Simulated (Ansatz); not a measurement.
The first iterations of a band of H₃InNO (6 atoms, charge 0, multiplicity 2).

Computed with Ansatz 0.2.0, UKS r2SCAN/def2-SVP.

| Property | Result |
| --- | --- |
| movable images | 7 |
| climbing image | yes |
| spring | 5.0 eV/Å² |
| optimiser | quadratic models (default) |
| start path | IDPP |
| force threshold | 0.05 eV/Å |
| iteration limit | 60 |
| end points | relaxed |

Image 0:

```xyz
6
Properties=species:S:1:pos:R:3
N -0.987 -0.015 -0.764
In 1.111 -0.278 -0.425
O 1.584 -0.166 1.550
H -1.247 -0.343 -1.701
H -1.193 0.993 -0.781
H 0.774 -0.255 2.077
```

Image 8:

```xyz
6
Properties=species:S:1:pos:R:3
N -0.843 -0.102 -1.169
In 0.765 -0.681 0.067
O 0.514 0.198 1.883
H -0.722 -0.397 -2.141
H -0.896 0.923 -1.195
H 1.223 -0.005 2.509
```

| iteration | highest image above the first end (eV) | largest band force component (eV/Å) |
| --- | --- | --- |
| 1 | 0.252 | 1.863 |
| 2 | 0.164 | 0.586 |

Question: Does the band converge within its limit, and where does its top end?

Answer: The forces met the threshold. It ended after 7 iterations with the highest image 0.027 eV above the first end. A vibrational analysis at the climbing image gives one clearly imaginary mode, 202i cm⁻¹: a first-order saddle point.

Run time: 2.4 min on 2 threads of Intel(R) Xeon(R) Platinum 8488C (Sapphire Rapids) (shared host), peak memory 0.22 GiB.
